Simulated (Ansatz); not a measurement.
A nudged elastic band was laid between two geometries of CH8AlFOSi (13 atoms, charge 0, multiplicity 1).

Theory: RKS PBE-D4/def2-SVP in Ansatz.

```yaml
movable_images: 9
climbing_image: yes
spring: 5.0 eV/Å²
optimiser: quadratic models (default)
start_path: through a guess of the saddle point
force_threshold: 0.05 eV/Å
iteration_limit: 46
end_points: relaxed
```

Initial state:

```xyz
13
Properties=species:S:1:pos:R:3
Al -0.607 -0.181 -0.278
Si 1.038 -0.378 1.593
C 0.002 -0.243 -2.130
O -2.265 -0.569 0.029
H 0.221 1.650 0.974
F -0.422 1.810 0.233
H 2.488 -0.686 1.313
H 1.135 1.138 1.980
H 0.682 -0.983 2.929
H 0.159 -1.296 -2.446
H -0.757 0.193 -2.812
H 0.959 0.294 -2.292
H -2.633 -0.750 0.907
```

Final state:

```xyz
13
Properties=species:S:1:pos:R:3
Al -0.857 0.575 -0.577
Si 1.103 -0.216 1.775
C -0.076 -0.233 -2.160
O -1.639 -0.416 0.609
H 0.963 0.566 0.473
F -1.125 2.239 -0.471
H 2.532 0.009 2.190
H 0.185 0.371 2.801
H 0.866 -1.667 1.514
H 0.248 -1.274 -1.955
H -0.812 -0.267 -2.990
H 0.801 0.343 -2.520
H -2.189 -0.030 1.309
```

Problem. Which bonds break or form, and what moves?

Solution. Bonds broken: Al1–Si2, H5–F6. Bonds formed: Si2–H5. CH8AlFOSi becomes CH4AlFO + H4Si.

Problem. What energy profile does the band end with?

Solution. The forces met the threshold. The highest image is number 3 of 0 to 10, 16.4 kJ/mol above the first end and 156.4 kJ/mol above the last; the last end lies 140.0 kJ/mol below the first. A vibrational analysis at the climbing image gives one clearly imaginary mode, 367i cm⁻¹: a first-order saddle point. The orbitals stay closed-shell, which can raise the energy where a bond breaks towards radicals; this wasn't checked here.

| image | path coordinate (Å) | energy (kJ/mol) | Al1–Si2 (Å) | H5–F6 (Å) | Si2–H5 (Å) |
| --- | --- | --- | --- | --- | --- |
| 0 | 0.00 | 0.0 | 2.50 | 0.99 | 2.27 |
| 1 | 0.48 | 1.3 | 2.49 | 0.98 | 2.31 |
| 2 | 0.96 | 9.4 | 2.52 | 0.98 | 2.29 |
| 3 | 1.44 | 16.4 | 2.61 | 1.07 | 2.04 |
| 4 | 2.26 | -93.4 | 3.00 | 1.83 | 1.55 |
| 5 | 3.08 | -130.1 | 3.34 | 2.46 | 1.52 |
| 6 | 3.90 | -131.5 | 3.31 | 2.59 | 1.52 |
| 7 | 4.72 | -132.6 | 3.27 | 2.60 | 1.52 |
| 8 | 5.53 | -135.0 | 3.23 | 2.66 | 1.52 |
| 9 | 6.35 | -138.8 | 3.17 | 2.75 | 1.52 |
| 10 | 7.17 | -140.0 | 3.16 | 2.84 | 1.53 |

Problem. What is the geometry of the highest image?

Solution. 
```xyz
13
Properties=species:S:1:pos:R:3
Al -0.684 0.038 -0.305
Si 1.074 -0.132 1.620
C 0.078 -0.272 -2.067
O -2.247 -0.586 0.058
H 0.040 1.454 0.847
F -0.632 1.944 0.176
H 2.358 -0.592 0.977
H 1.462 0.983 2.572
H 0.545 -1.241 2.495
H 0.359 -1.340 -2.178
H -0.656 -0.040 -2.867
H 0.990 0.333 -2.247
H -2.688 -0.550 0.919
```

Problem. What are the harmonic wavenumbers there?

Solution. 367i, 33, 73, 90, 152, 164, 202, 249, 280, 331, 353, 380, 540, 614, 627, 669, 739, 769, 850, 894, 894, 900, 1167, 1375, 1378, 1998, 2104, 2143, 2156, 2969, 3066, 3074, 3834 cm⁻¹.

The band took 23 iterations and of the order of 27 core-minutes.

The run took 14 min on 2 threads of Intel(R) Xeon(R) Processor @ 2.50GHz (Skylake/Cascade Lake), on a shared host, peak memory 0.18 GiB.
